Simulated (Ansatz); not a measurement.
TaGe12, relaxed as a doublet with UKS PBE-D4/def2-SVP in Ansatz, starting from the GFN2-xTB geometry. Force threshold 0.03 eV/Å.

In the def2 sets Ta takes a core potential; there is no spin–orbit coupling. Single mean-field runs in def2-SVP are fitted with def2-universal-jkfit. Another isomer (doublet) lies 2.49 eV lower at PBE0-D4/def2-TZVP; other spin states weren't run for this one.

Start:

Cartesian coordinates in Å:
```
Ta 0.164 -0.598 -0.334
Ge 1.115 1.274 0.148
Ge 1.518 -1.764 -1.714
Ge -0.329 -2.282 -1.512
Ge -1.060 4.206 2.517
Ge -0.036 2.651 1.333
Ge -0.723 0.833 0.758
Ge -3.194 3.875 3.204
Ge 2.053 -0.078 -0.955
Ge 1.910 -3.687 -2.953
Ge -1.936 2.258 1.941
Ge 0.878 -2.567 0.369
Ge -0.360 -4.120 -2.801
```

Estimate the energy that the relaxation releases and the steps that it takes.

2824.4 kJ/mol, in 22 steps; 2.2 min on 2 threads of AMD EPYC 7R13 on a shared host and a share (18 GiB) of an NVIDIA H100 80GB HBM3. No frequencies were taken in this run, so the end may be a saddle point.

Does the start keep its bonding and symmetry?

Bonds lost: Ge6–Ge7 (atoms count from 1). Bonds formed: Ge10–Ge12, Ge12–Ge13 (atoms count from 1).

Predict the relaxed structure.


Cartesian coordinates in Å:
```
Ta 0.242 -0.970 -0.095
Ge 0.965 1.504 0.698
Ge 2.167 -1.826 -1.782
Ge -0.405 -1.945 -2.402
Ge -0.896 4.588 2.412
Ge -0.656 3.394 0.205
Ge -1.442 0.515 1.031
Ge -2.624 4.010 4.112
Ge 2.357 0.558 -1.105
Ge 2.178 -4.229 -2.471
Ge -2.150 2.377 2.402
Ge 0.668 -3.557 -0.344
Ge -0.403 -4.420 -2.661
```
Bond lengths: 18 × Ge–Ge 2.41 to 2.84 Å; 6 × Ge–Ta 2.51 to 2.80 Å.
